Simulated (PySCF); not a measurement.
GeH3, SMILES [GeH3+], charge +1. Geometry optimised at B3LYP-D3(BJ)/def2-TZVPD.

TDDFT-PBE0/def2-TZVPD (PySCF) puts the lowest singlet excitations at 5.44, 5.44, 10.04, 10.04, 10.78, 11.39 eV.

What are the lowest excitation roots from ADC(2)/aug-cc-pVDZ (PySCF 2.14.0)? (An estimate is asked for; the answer gives what the named calculation found.)

5.90, 5.90, 10.91, 10.91, 12.49, 12.49 eV. S1 differs by 0.46 eV (second minus first; roots are paired by order, and the bases may differ).
